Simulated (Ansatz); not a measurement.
Predict a relaxed structure of the cluster Pb2O, charge 0, singlet, at PBE0-D4/def2-TZVP (Ansatz).


Cartesian coordinates in Å:
```
Pb 0.6115 -1.0992 0.9363
Pb -0.0053 1.5444 -0.2717
O -0.6063 -0.4452 -0.6647
```
Point group C2v (tolerance 0.1 Å). This is one stationary point.

In the def2 sets Pb takes a core potential; there is no spin–orbit coupling. The structure comes from a short search, and lower isomers may exist.
